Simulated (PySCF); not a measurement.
bromine (Br₂), SMILES BrBr. Geometry optimised at PBE-D3(BJ)/def2-TZVP.

TDA-PBE/def2-TZVPD run with PySCF puts the lowest singlet excitations at 2.65, 2.65, 4.61, 4.61, 7.11, 7.11 eV and the lowest triplet (TDA) at 1.90 eV.

Question: What are the lowest singlet roots from EOM-CCSD/aug-cc-pVDZ in PySCF 2.14.0? (Estimate from the structure and the level; the computed values follow.)

Answer: 2.99, 2.99, 5.07, 5.07, 8.04, 8.04 eV; triplets 2.30, 2.30, 4.60 eV. S1 differs by 0.34 eV (second minus first; roots are paired by order, and the bases may differ).
